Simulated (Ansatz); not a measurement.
Consider the formal exchange of groups at the Se–Sn bond: `[Cl][Sn]([Cl])([Cl])[SeH]` + `[CH3][AlH][CH]=N` → `[CH3][AlH][C](=N)[SeH]` + `[Cl][SnH]([Cl])[Cl]`.

Program: Ansatz. Geometries: PBE0-D4/def2-TZVP. ΔE: electronic, gas phase. CBS: MP2 limit from def2 TZ/QZ plus the TZ coupled-cluster correction, frozen cores. Functionals use def2-TZVPP. def2 core potentials past Kr. For Se, Sn outer-core shells are correlated without core-valence functions, which leaves a few kJ/mol of doubt a bond. Scalar relativity is left out up to krypton. One conformer a species, not always the lowest.

| level | ΔE (kcal/mol) | difference from CCSD(T)/CBS |
| --- | --- | --- |
| PBE-D4 | 16.3 | -4.2 |
| r2SCAN-D4 | 16.7 | -3.8 |
| PBE0-D4 | 18.6 | -1.9 |
| ωB97M-V | 19.7 | -0.8 |
| MP2/def2-TZVPP | 19.0 | -1.5 |
| SCS-MP2/def2-TZVPP | 19.3 | -1.2 |
| CCSD(T)/def2-TZVPP | 18.4 | -2.1 |
| MP2/def2-QZVPP | 20.2 | -0.3 |
| HF/CBS(def2) | 23.3 | 2.8 |
| CCSD/CBS(def2) | 21.4 | 0.9 |
| CCSD(T)/CBS | 20.5 | 0 |

Largest T1 diagnostic among the species: 0.012.

From PBE to PBE0 (25 % exact exchange), in def2-TZVPP and without D4, ΔE moves by +2.1 kcal/mol. In def2-TZVPP, CCSD(T) changes the Hartree–Fock value by −4.8 kcal/mol (the triples alone add −1.0 kcal/mol) and MP2 by −4.2 kcal/mol.

CCSD(T)/CBS has its own doubt, a few kJ/mol and more with outer-core shells, so smaller differences from it don't rank the levels.
